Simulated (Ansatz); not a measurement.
**Interaction energy ladder**

The pair of Ag⁺ (SMILES [Ag+], atom 1) and AsH3 (SMILES [AsH3], atoms 2–5), both closed shells, in one local arrangement (a lower one may exist), relaxed at PBE0-D4/def2-TZVP:

```
atom    x (Å)    y (Å)    z (Å)
 Ag1  -0.0315  -0.4154  -1.6418
 As2   0.0229   0.2521   0.9998
  H3  -0.9452  -0.8223   0.4589
  H4  -0.3115   1.2941  -0.0897
  H5   1.2653  -0.3084   0.2727
```

Computed with Ansatz 0.2.0 (basis: def2-TZVPPD, with def2-QZVPPD for the basis limit); correlated methods freeze the cores. Filled d shells of the heavier atoms are correlated. Core potentials replace the inner electrons of the atoms past krypton. The def2 sets are not built for correlating such inner shells, so the correlated values are less sure here. B3LYP uses VWN-RPA correlation. Extrapolation: Hartree–Fock as exp(−7.88 √X), correlation as X^−2.97. Interaction energies count from these two fragments, frozen as in the pair, with the counterpoise correction; negative means bound.

Task: What is the interaction energy by CCSD(T) at an estimated basis limit (MP2 extrapolated from triple and quadruple zeta, plus CCSD(T) − MP2 in triple zeta)? (To be estimated.)

Result: Computed: -118.9 kJ/mol. Hartree–Fock alone gives -38.4 kJ/mol at the basis limit. It counts from the two fragments frozen as in the pair.

The same quantity by other methods in triple zeta, and each one's difference from that estimate:
```json
{"method": "PBE-D4", "E_int (kJ/mol)": "-153.8", "difference": "-34.9"}
{"method": "revPBE-D4", "E_int (kJ/mol)": "-137.3", "difference": "-18.4"}
{"method": "BLYP-D4", "E_int (kJ/mol)": "-143.9", "difference": "-24.9"}
{"method": "r2SCAN-D4", "E_int (kJ/mol)": "-145.6", "difference": "-26.6"}
{"method": "B97M-V", "E_int (kJ/mol)": "-132.9", "difference": "-13.9"}
{"method": "PBE0-D4", "E_int (kJ/mol)": "-128.4", "difference": "-9.5"}
{"method": "B3LYP-D4", "E_int (kJ/mol)": "-126.9", "difference": "-8.0"}
{"method": "HSE06-D4", "E_int (kJ/mol)": "-128.4", "difference": "-9.4"}
{"method": "wB97X-V", "E_int (kJ/mol)": "-108.9", "difference": "10.0"}
{"method": "wB97M-V", "E_int (kJ/mol)": "-113.9", "difference": "5.1"}
{"method": "B2PLYP", "E_int (kJ/mol)": "-112.2", "difference": "6.7"}
{"method": "HF", "E_int (kJ/mol)": "-36.6", "difference": "82.3"}
{"method": "MP2", "E_int (kJ/mol)": "-106.1", "difference": "12.8"}
{"method": "CCSD", "E_int (kJ/mol)": "-88.3", "difference": "30.6"}
{"method": "CCSD(T)", "E_int (kJ/mol)": "-98.0", "difference": "21.0"}
```
Differences are method less estimate.

Energy to bend the free fragments (PBE0-D4 minima) into their shapes in the pair, CCSD(T)/def2-TZVPPD: AsH3 3.2 kJ/mol. This must be added to the interaction energy to get the binding energy from relaxed fragments.

Basis-set superposition shift (counterpoise-corrected less uncorrected): CCSD(T) 10.0; MP2 9.7; HF 0.8; PBE0-D4 0.8; wB97M-V 1.0 kJ/mol.

No T1 diagnostic of these runs exceeds 0.015.

For scale, one of the runs: CCSD(T)/def2-TZVPPD, 161 basis functions, launched by `ansatz run in.yaml --threads 2 --pin off --events-out ev --progress --plain --max-ram 5222MiB`. Time: 19 s of wall clock on 2 CPU threads of an Intel Xeon 6975P-C; the host was shared. Peak host memory: 1.6 GiB.
